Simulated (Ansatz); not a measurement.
Input file for Ansatz (an electronic-structure program): U-BLYP/def2-TZVPP on C8H7 (SMILES [CH]=Cc1ccccc1).

Ansatz 0.2 input:
```yaml
crystal:
  periodic: [false, false, false]
  atoms:
    - {symbol: C, position_ang: [-2.95332516, -0.68084262, 0.69132513]}
    - {symbol: C, position_ang: [-2.14952021, 0.17044014, 0.07996052]}
    - {symbol: C, position_ang: [-0.67258156, 0.11699329, -0.01542132]}
    - {symbol: C, position_ang: [0.00555700, 1.12792637, -0.71786555]}
    - {symbol: C, position_ang: [1.39722536, 1.11384950, -0.83087106]}
    - {symbol: C, position_ang: [2.13727206, 0.08625112, -0.24202845]}
    - {symbol: C, position_ang: [1.47396343, -0.92703601, 0.46062219]}
    - {symbol: C, position_ang: [0.08567047, -0.91264517, 0.57316937]}
    - {symbol: H, position_ang: [-2.90414951, -1.60130984, 1.27192669]}
    - {symbol: H, position_ang: [-2.60646998, 1.03316093, -0.42827622]}
    - {symbol: H, position_ang: [-0.57016852, 1.93411976, -1.18025154]}
    - {symbol: H, position_ang: [1.90505083, 1.90944090, -1.38149045]}
    - {symbol: H, position_ang: [3.22623086, 0.07249647, -0.32865142]}
    - {symbol: H, position_ang: [2.04611642, -1.73458616, 0.92403680]}
    - {symbol: H, position_ang: [-0.42097150, -1.70835868, 1.12381529]}
basis:
  gaussian:
    orbitals: def2-TZVPP
hamiltonian:
  xc: {name: BLYP}
magnetization: {spin_polarized: true, initial_magnetization: 1}
```

Task: Give the final energy of this run.

Result: -308.9395 hartree.

Task: How many basis functions does it have, and what does it roughly cost on one machine?

Result: 346 functions; very roughly 17 core-seconds.
